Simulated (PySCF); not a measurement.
# A search over the determinants of CdO⁺

Unrestricted PBE0; PySCF, scalar-relativistic core potentials, basis sets Cd def2-SVPD with ECP28, O def2-SVPD. Outer shells of the fragments: Cd+ 4d10 5s1; O 2s2 2p4.

Followed along the bond (rough minima from three points):

```
2Ms+1   unpaired  ⟨S²⟩ at the start  R at minimum (Å)  Te (eV)
    2        π ↑               0.90              2.02     0.00
    4  σ ↑, π ↑↑               3.76              2.62     0.61
    2  σ ↓, π ↑↑               1.75              2.68     0.72
```

Solutions found at the starting distance of 2.100 Å, counted from the lowest of them; the search is not exhaustive and high or unbound solutions are not listed, so other states can lie among these:

| 2Ms+1 | unpaired | term | E (eV) | ⟨S²⟩ | ⟨Lz²⟩ | μ (D) |
| --- | --- | --- | --- | --- | --- | --- |
| 2 | π ↑ | ²Π | 0.00 | 0.90 | 1.01 | -3.95 |
| 4 | σ ↑, π ↑↑ | ⁴Σ⁻ | 1.07 | 3.76 | 0.00 | 1.27 |
| 2 | σ ↓, π ↑↑ | mixed | 1.22 | 1.75 | 0.00 | 1.29 |
| 4 | σ ↑↑, π ↑ | ⁴Π | 1.86 | 3.75 | 1.00 | 0.63 |
| 2 | σ ↑, π ↑↓ | mixed | 1.93 | 1.75 | 2.01 | 1.24 |
| 2 | σ ↑ | ²Σ⁺ | 2.21 | 0.75 | 0.00 | -5.89 |

A term symbol is given only where ⟨S²⟩ and ⟨Lz²⟩ are close to those of a pure state; real π, δ and φ orbitals otherwise mix terms. A positive dipole points towards O; it is taken about the centre of mass and depends on that origin.

Question: Compare the gap between the two lowest followed solutions at the starting distance with the gap between their minima.

Answer: At PBE0 the second solution (quartet, unpaired electrons σ ↑, π ↑↑) lies +1.07 eV from the first (doublet, unpaired electrons π ↑) at 2.100 Å and +0.61 eV at the minima; the two curves relax by different amounts, since their minima lie near 2.62 and 2.02 Å.

Spin–orbit coupling is left out. Counting both spins, an empty level lies below a filled one in some of these solutions, because spin and occupation are held.
